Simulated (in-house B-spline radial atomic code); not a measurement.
A run on As that did not converge. Method: scalar-relativistic (X2C) wB97X, spin-polarised, spherical fractional occupations, Fermi nucleus of rms radius 4.0968 fm; computed with an all-electron radial atomic-structure program (B-spline basis).

Command:
```bash
python run_scf.py task.json out
```
Settings (nuclear radius in fm, mass in u):
```
Z                33
configuration    [Ne] 3s2 3p5.75 3d10 4s2 4p3 4d0.25
hamiltonian      x2c
method           wb97x
spin_polarised   True
nucleus          fermi
rms_radius       4.0968
atomic_mass      74.92159
speed_of_light   137.035999084
```

First and last ten iterations of the last attempt (damped for 15 steps, keeping 80 % of the old Fock matrix, then DIIS):
```
 iter        energy (Eh)    residual
    1       -2258.844573    3.91e-01
    2       -2259.252519    1.13e-01
    3       -2259.421755    6.92e-02
    4       -2259.484874    4.43e-02
    5       -2259.508106    3.10e-02
    6       -2259.516903    2.21e-02
    7       -2259.520284    1.59e-02
    8       -2259.521863    1.16e-02
    9       -2259.522474    8.60e-03
   10       -2259.522883    6.42e-03
  111       -2259.522529    6.14e-04
  112       -2259.523361    2.64e-04
  113       -2259.523429    2.56e-04
  114       -2259.523520    1.85e-04
  115       -2259.523638    2.70e-04
  116       -2259.523625    4.94e-04
  117       -2259.523635    4.01e-04
  118       -2259.523712    7.39e-04
  119       -2259.523718    5.86e-04
  120       -2259.523716    6.62e-04
 not converged after 120 iterations
```

The smallest residual met was 1.3e-04; the threshold is about 3e-07. No energy from this run should be used. Run time, properties included: 20 s on 1 thread of Arm Neoverse V2, with other jobs on the host.
